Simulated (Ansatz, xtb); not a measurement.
**F2GaGeH3: where a starting geometry ends**

The starting geometry of this gas-phase singlet has its atoms placed at random.

| atom | x (Å) | y (Å) | z (Å) |
| --- | --- | --- | --- |
| F | 0.7948 | 0.4264 | 0.5974 |
| F | 0.6161 | -0.8203 | -1.1511 |
| Ga | 0.1989 | 1.0732 | -1.4963 |
| Ge | -1.1235 | 0.7939 | 1.2606 |
| H | 0.8760 | -0.2795 | -1.9313 |
| H | 0.0698 | 0.0392 | 0.8080 |
| H | -0.0339 | 1.1792 | 0.0076 |

Question: Guess where an optimisation with r2SCAN-D4/def2-SVP ends from this start.

Answer: It loosens into FGaGeH2 + FH, which stay close as a complex. Distances that change by over a tenth: F1–Ge4 (2.06 → 2.33 Å), F1–H6 (0.85 → 0.99 Å), Ga3–H5 (1.57 → 2.17 Å), Ga3–H7 (1.53 → 2.22 Å). Contacts that open: F2–Ga3 (1.97 → 2.92 Å), Ge4–H6 (1.48 → 3.00 Å). Contacts that close: Ga3–Ge4 (3.07 → 2.53 Å).

The energy falls by 8.63 eV over 40 steps:

| step | E − E(last) (eV) |
| --- | --- |
| 1 | 8.632 |
| 5 | 1.526 |
| 10 | 0.596 |
| 14 | 0.313 |
| 18 | 0.077 |
| 23 | 0.058 |
| 27 | 0.051 |
| 31 | 0.024 |
| 36 | 0.000 |
| 40 | 0.000 |

Final geometry (Å):

```csv
atom,x (Å),y (Å),z (Å)
F,0.0783,-0.4426,0.8021
F,1.5724,-0.6691,-1.0898
Ga,-0.9586,0.7817,-1.2978
Ge,-1.0930,1.5465,1.1061
H,0.8671,-0.3189,-1.7015
H,0.8005,-0.5662,0.1435
H,0.1313,2.0807,0.1323
```

From the same start GFN2-xTB ends elsewhere, in pieces: FGaGeH2 + FH.

From so rough a start the end depends on the optimiser's path, so another program may land elsewhere. No frequencies were run, so the end isn't proven a minimum. Run with Ansatz 0.2.0, 2.7 min on 1 thread of Intel(R) Xeon(R) Processor @ 2.70GHz, on a shared host.
